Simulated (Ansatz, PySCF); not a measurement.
C2H8ClNSi2, singlet, geometry from GFN2-xTB, atoms displaced at random by about 0.03 Å a coordinate. Base run: HF/STO-3G, gradient (PySCF).

The PySCF input:
```python
from pyscf import gto, scf

mol = gto.Mole()
mol.atom = '''
    Si    1.973442   -0.393247   -0.303455
    Cl    2.965002    1.385192    0.074950
    C     0.252227   -0.230493    0.380037
    C    -0.910433   -0.590948   -0.194829
    Si   -2.667363   -0.437742    0.596678
    N    -3.727493   -0.421810   -0.764058
    H     1.806546   -0.604791   -1.758733
    H     2.689442   -1.462420    0.333834
    H     0.174265    0.288363    1.360758
    H    -0.759853   -1.094754   -1.176430
    H    -3.011211   -1.635303    1.336011
    H    -2.599428    0.678793    1.475351
    H    -4.703664   -0.406670   -0.574772
    H    -3.540933    0.263032   -1.585763
'''
mol.basis = 'sto-3g'
mol.charge = 0
mol.spin = 0
mol.verbose = 4
mol.build()

mf = scf.RHF(mol)
mf.kernel()
g = mf.nuc_grad_method()
grad = g.kernel()
```

Programs used: Ansatz (a quantum-chemistry and plane-wave program), PySCF; a row that names a program was run with it.

The coordinate followed is x of atom 2.

The base run was repeated with changes; each row names its change, and settings that it needs were set with it.

```json
[
 {"change": "base", "dE/dx (Eh/bohr)": "-0.007262", "net force (Eh/bohr)": "0.000000"},
 {"change": "conv_tol = 1e-4", "dE/dx (Eh/bohr)": "-0.007263", "net force (Eh/bohr)": "0.000000"},
 {"change": "density fitting = on", "dE/dx (Eh/bohr)": "-0.007262", "net force (Eh/bohr)": "0.000000"},
 {"change": "finite difference step (bohr) = 1e-4; conv_tol = 1e-11", "dE/dx (Eh/bohr)": "-0.007262", "net force (Eh/bohr)": "-"},
 {"change": "finite difference step (bohr) = 0.05; conv_tol = 1e-11", "dE/dx (Eh/bohr)": "-0.007264", "net force (Eh/bohr)": "-"},
 {"change": "conv_tol = 1e-11", "dE/dx (Eh/bohr)": "-0.007262", "net force (Eh/bohr)": "0.000000"},
 {"change": "finite difference step (bohr) = 0.01; conv_tol = 1e-11", "dE/dx (Eh/bohr)": "-0.007262", "net force (Eh/bohr)": "-"},
 {"change": "finite difference step (bohr) = 1e-3; conv_tol = 1e-11", "dE/dx (Eh/bohr)": "-0.007262", "net force (Eh/bohr)": "-"},
 {"change": "code = ansatz", "dE/dx (Eh/bohr)": "-0.007268", "net force (Eh/bohr)": "0.000000"},
 {"change": "conv_tol = 1e-6", "dE/dx (Eh/bohr)": "-0.007263", "net force (Eh/bohr)": "0.000000"},
 {"change": "finite difference step (bohr) = 0.2; conv_tol = 1e-11", "dE/dx (Eh/bohr)": "-0.007295", "net force (Eh/bohr)": "-"},
 {"change": "density fitting = on; auxbasis_response = off", "dE/dx (Eh/bohr)": "-0.006907", "net force (Eh/bohr)": "0.001941"}
]
```

The net force is zero for an exact gradient.
